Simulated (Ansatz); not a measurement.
`[F][Ga-]1([Cl])[O]C=CC=[O+]1`, charge 0, multiplicity 1.

(1) Give a relaxed structure at PBE0-D4/def2-TZVP (the Gaussian-basis code of Ansatz). (Best estimate.)

Answers

(1) Computed: 
Z-matrix (Å, degrees):
```
Ga
O 1 1.903
Cl 1 2.125 2 111.3
O 1 1.903 2 96.4 3 -115.9
F 1 1.746 2 107.5 3 133.4
C 2 1.268 1 122.9 3 117.2
C 4 1.268 1 122.9 2 -1.3
C 6 1.389 2 127.1 1 -0.9
H 6 1.094 2 114.8 1 179.2
H 7 1.094 4 114.8 1 -179.1
H 8 1.081 6 118.2 2 -180.0
```
Point group Cs.
This is one stationary point; other conformers may exist.
